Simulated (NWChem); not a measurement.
BeNH2Cl; SMILES [Cl][Be][NH2]

```xyz
5

Be     0.0006     0.5382     0.0000
Cl     0.0014    -1.2805     0.0000
N     -0.0007     2.0308     0.0000
H     -0.0052     2.6197    -0.8260
H     -0.0052     2.6197     0.8260
```
Atoms are numbered in this order, from 1.

Computed with NWChem. Geometry optimised at PBE0/def2-SVP; all other runs use it.  Vzz has the sign of the potential's second derivative.

```csv
quantity,level,value
Vzz Be1 (a.u.),Hartree-Fock/def2-TZVP,?
−ε(HOMO) (eV),"LDA (Slater exchange, VWN5)/def2-TZVP",6.30
"vertical, lowest state with f > 0.02, singlet (eV)","PBE/def2-SVP, TDA",5.55
anisotropy (bohr³) at 589 nm,B3LYP/def2-SVPD,16.5
dipole (D),PBE0/def2-SVP,?
highest harmonic frequency (cm⁻¹),PBE0/def2-SVP,?
```

**Question.** What belongs in the gaps?

**Answer.** 
- Vzz Be1 (a.u.), value: -0.197
- dipole (D), value: 2.45
- highest harmonic frequency (cm⁻¹), value: 3705
